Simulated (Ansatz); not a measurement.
HGa, triplet, at a GFN2-xTB geometry (such geometries of metal compounds can be far from the true shape) (the spin is typed, not shown lowest); SVWN5/6-31G* in Ansatz (a program for electronic structure).

Ansatz was given this input:
Ansatz 0.2 input:
```yaml
crystal:
  periodic: [false, false, false]
  atoms:
    - {symbol: Ga, position_ang: [-0.00000000, -0.00000000, -0.05376744]}
    - {symbol: H, position_ang: [0.00000000, 0.00000000, 1.66679062]}
basis:
  gaussian:
    orbitals: 6-31G*
    final_grid: {core_spheres: 14, valence_spheres: 28, degree: 59}
hamiltonian:
  xc: {name: SVWN5}
magnetization: {spin_polarized: true, initial_magnetization: 2}
```

It wrote (shortened):

```
Functional definition: SVWN5
436 factors; their error is unknown
mean field evaluation 1: about -52300.6826 eV, gradient 1.6e1 eV
mean field evaluation 2: about -52300.0767 eV, gradient 2.4e1 eV
mean field evaluation 4: about -52301.0842 eV, gradient 1.8e0 eV
mean field evaluation 8: about -52301.1054 eV, gradient 1.1e0 eV
mean field evaluation 16: about -52301.1157 eV, gradient 3.6e-3 eV
mean field -52301.10860813 eV, -1922.0302903842 hartree, gradient 2.8e-5 eV, S^2 2.002551; 2 other end points of the search recorded, 0 dependent functions left out
reference -52301.10863735 eV, -1922.0302914581 hartree; 17, 15 occupied and 20, 22 virtual orbitals, 436 factors
Total energy: -52301.10863735 eV, -1922.0302914581 hartree
```
